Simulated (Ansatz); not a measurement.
The inner images of a band of BFH$_{5}$OSi (9 atoms, charge 1, multiplicity 1) are given out of order.

Method: Ansatz, RKS LDA/def2-SVP.

First end point:

```xyz
9
Properties=species:S:1:pos:R:3
O -0.409 1.280 -0.344
B 0.810 0.612 -0.223
Si 0.203 -1.240 0.345
F -1.435 -0.669 0.276
H -0.540 2.224 -0.609
H -1.217 0.539 -0.084
H 1.832 1.210 -0.454
H 0.449 -1.627 1.767
H 0.307 -2.329 -0.673
```

Last end point:

```xyz
9
Properties=species:S:1:pos:R:3
O -0.404 0.971 -0.374
B 0.736 0.093 -0.099
Si -0.203 -1.832 0.581
F -1.610 -0.935 0.366
H -0.343 1.953 -0.380
H -1.287 0.528 -0.121
H 1.833 0.565 -0.288
H 0.682 -0.360 1.122
H 0.598 -0.984 -0.808
```

Put them in order from the first end to the last, with their energies above the first end.
A.
```xyz
9
Properties=species:S:1:pos:R:3
O -0.362 1.129 -0.253
B 0.756 0.304 -0.115
Si -0.125 -1.569 0.388
F -1.611 -0.716 0.261
H -0.376 2.091 -0.486
H -1.254 0.516 -0.057
H 1.862 0.758 -0.285
H 0.625 -0.943 1.536
H 0.486 -1.569 -0.989
```
B.
```xyz
9
Properties=species:S:1:pos:R:3
O -0.374 1.023 -0.259
B 0.754 0.141 -0.084
Si -0.219 -1.798 0.510
F -1.609 -0.798 0.316
H -0.371 1.976 -0.521
H -1.261 0.476 -0.056
H 1.831 0.669 -0.293
H 0.686 -0.561 1.214
H 0.564 -1.128 -0.826
```
C.
```xyz
9
Properties=species:S:1:pos:R:3
O -0.362 1.079 -0.256
B 0.758 0.236 -0.104
Si -0.184 -1.719 0.455
F -1.607 -0.731 0.283
H -0.374 2.039 -0.503
H -1.261 0.476 -0.050
H 1.851 0.726 -0.295
H 0.658 -0.753 1.379
H 0.522 -1.354 -0.908
```
D.
```xyz
9
Properties=species:S:1:pos:R:3
O -0.395 1.177 -0.287
B 0.755 0.398 -0.146
Si 0.011 -1.354 0.354
F -1.581 -0.753 0.281
H -0.441 2.130 -0.534
H -1.253 0.547 -0.077
H 1.858 0.843 -0.320
H 0.595 -1.139 1.694
H 0.452 -1.849 -0.966
```
E.
```xyz
9
Properties=species:S:1:pos:R:3
O -0.414 1.234 -0.323
B 0.775 0.512 -0.189
Si 0.121 -1.260 0.345
F -1.509 -0.731 0.289
H -0.509 2.182 -0.581
H -1.245 0.562 -0.088
H 1.856 0.996 -0.384
H 0.536 -1.375 1.769
H 0.388 -2.119 -0.838
```

E (+6.3 kcal/mol), D (+25.1 kcal/mol), A (+40.6 kcal/mol), C (+29.9 kcal/mol), B (+9.2 kcal/mol).

Run time: 58 s on 2 threads of Intel(R) Xeon(R) Platinum 8259CL CPU @ 2.50GHz (Skylake/Cascade Lake), with other jobs on the host, peak memory 0.13 GiB.
